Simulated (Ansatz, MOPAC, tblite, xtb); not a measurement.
Breaking a bond: LiNa, singlet.

- GFN2-xTB, 300 K electronic temperature (tblite)
- GFN1-xTB (xtb)
- PM3, restricted, heats of formation (MOPAC)
- FCI = full CI/def2-TZVP, frozen core in Ansatz (a quantum-chemistry and plane-wave program)

Energies relative to the lowest point of each curve near equilibrium, in kcal/mol; the last columns give the difference from FCI:

```json
[
 {"R / Å": "2.31", "GFN2-xTB": "1.7", "GFN1-xTB": "2.8", "PM3": "0.4", "FCI": "8.6", "GFN2-xTB − FCI": "-6.9", "GFN1-xTB − FCI": "-5.8", "PM3 − FCI": "-8.2"},
 {"R / Å": "2.48", "GFN2-xTB": "0.0", "GFN1-xTB": "0.2", "PM3": "0.0", "FCI": "4.2", "GFN2-xTB − FCI": "-4.2", "GFN1-xTB − FCI": "-4.0", "PM3 − FCI": "-4.2"},
 {"R / Å": "2.61", "GFN2-xTB": "0.0", "GFN1-xTB": "0.0", "PM3": "0.0", "FCI": "2.0", "GFN2-xTB − FCI": "-2.0", "GFN1-xTB − FCI": "-2.0", "PM3 − FCI": "-2.0"},
 {"R / Å": "2.76", "GFN2-xTB": "1.0", "GFN1-xTB": "0.8", "PM3": "0.5", "FCI": "0.6", "GFN2-xTB − FCI": "0.4", "GFN1-xTB − FCI": "0.3", "PM3 − FCI": "-0.1"},
 {"R / Å": "2.85", "GFN2-xTB": "2.0", "GFN1-xTB": "1.7", "PM3": "1.0", "FCI": "0.1", "GFN2-xTB − FCI": "1.8", "GFN1-xTB − FCI": "1.5", "PM3 − FCI": "0.8"},
 {"R / Å": "2.93", "GFN2-xTB": "3.0", "GFN1-xTB": "2.6", "PM3": "1.6", "FCI": "0.0", "GFN2-xTB − FCI": "3.0", "GFN1-xTB − FCI": "2.6", "PM3 − FCI": "1.6"},
 {"R / Å": "3.04", "GFN2-xTB": "4.6", "GFN1-xTB": "4.1", "PM3": "2.7", "FCI": "0.1", "GFN2-xTB − FCI": "4.5", "GFN1-xTB − FCI": "4.0", "PM3 − FCI": "2.6"},
 {"R / Å": "3.05", "GFN2-xTB": "4.7", "GFN1-xTB": "4.2", "PM3": "2.9", "FCI": "0.1", "GFN2-xTB − FCI": "4.6", "GFN1-xTB − FCI": "4.1", "PM3 − FCI": "2.7"},
 {"R / Å": "3.25", "GFN2-xTB": "8.1", "GFN1-xTB": "7.2", "PM3": "5.7", "FCI": "1.0", "GFN2-xTB − FCI": "7.1", "GFN1-xTB − FCI": "6.3", "PM3 − FCI": "4.7"},
 {"R / Å": "3.37", "GFN2-xTB": "10.2", "GFN1-xTB": "9.2", "PM3": "7.8", "FCI": "1.8", "GFN2-xTB − FCI": "8.4", "GFN1-xTB − FCI": "7.4", "PM3 − FCI": "6.0"},
 {"R / Å": "3.61", "GFN2-xTB": "13.1", "GFN1-xTB": "13.2", "PM3": "12.8", "FCI": "3.8", "GFN2-xTB − FCI": "9.2", "GFN1-xTB − FCI": "9.4", "PM3 − FCI": "8.9"},
 {"R / Å": "3.88", "GFN2-xTB": "17.6", "GFN1-xTB": "18.6", "PM3": "19.2", "FCI": "6.4", "GFN2-xTB − FCI": "11.2", "GFN1-xTB − FCI": "12.2", "PM3 − FCI": "12.8"},
 {"R / Å": "4.44", "GFN2-xTB": "28.3", "GFN1-xTB": "31.7", "PM3": "33.3", "FCI": "11.3", "GFN2-xTB − FCI": "17.1", "GFN1-xTB − FCI": "20.4", "PM3 − FCI": "22.0"},
 {"R / Å": "4.89", "GFN2-xTB": "36.2", "GFN1-xTB": "43.4", "PM3": "43.9", "FCI": "14.1", "GFN2-xTB − FCI": "22.1", "GFN1-xTB − FCI": "29.3", "PM3 − FCI": "29.8"},
 {"R / Å": "5.37", "GFN2-xTB": "43.5", "GFN1-xTB": "56.3", "PM3": "53.7", "FCI": "16.1", "GFN2-xTB − FCI": "27.4", "GFN1-xTB − FCI": "40.2", "PM3 − FCI": "37.6"},
 {"R / Å": "5.89", "GFN2-xTB": "49.9", "GFN1-xTB": "70.0", "PM3": "56.0", "FCI": "17.2", "GFN2-xTB − FCI": "32.6", "GFN1-xTB − FCI": "52.8", "PM3 − FCI": "38.8"},
 {"R / Å": "6.37", "GFN2-xTB": "54.3", "GFN1-xTB": "81.4", "PM3": "58.8", "FCI": "17.8", "GFN2-xTB − FCI": "36.6", "GFN1-xTB − FCI": "63.7", "PM3 − FCI": "41.0"},
 {"R / Å": "7.09", "GFN2-xTB": "59.0", "GFN1-xTB": "94.9", "PM3": "61.8", "FCI": "18.2", "GFN2-xTB − FCI": "40.8", "GFN1-xTB − FCI": "76.8", "PM3 − FCI": "43.6"},
 {"R / Å": "7.87", "GFN2-xTB": "—", "GFN1-xTB": "103.8", "PM3": "64.2", "FCI": "18.3", "GFN2-xTB − FCI": "—", "GFN1-xTB − FCI": "85.5", "PM3 − FCI": "45.9"},
 {"R / Å": "8.84", "GFN2-xTB": "—", "GFN1-xTB": "108.5", "PM3": "66.5", "FCI": "18.4", "GFN2-xTB − FCI": "—", "GFN1-xTB − FCI": "90.1", "PM3 − FCI": "48.1"}
]
```

GFN2-xTB is furthest from FCI at 7.09 (40.8 kcal/mol, above); its mean absolute difference over the points is 13.3 kcal/mol.

GFN1-xTB is furthest from FCI at 8.84 (90.1 kcal/mol, above); its mean absolute difference over the points is 25.9 kcal/mol.

PM3 is furthest from FCI at 8.84 (48.1 kcal/mol, above); its mean absolute difference over the points is 18.1 kcal/mol.

Dashes: no converged value, or the column stops at the first point that the program doubted or that broke a chosen test of continuity, which isn't proof of a fault.

The restricted form behind PM3 keeps the bonding electrons paired and can't separate into open-shell fragments.
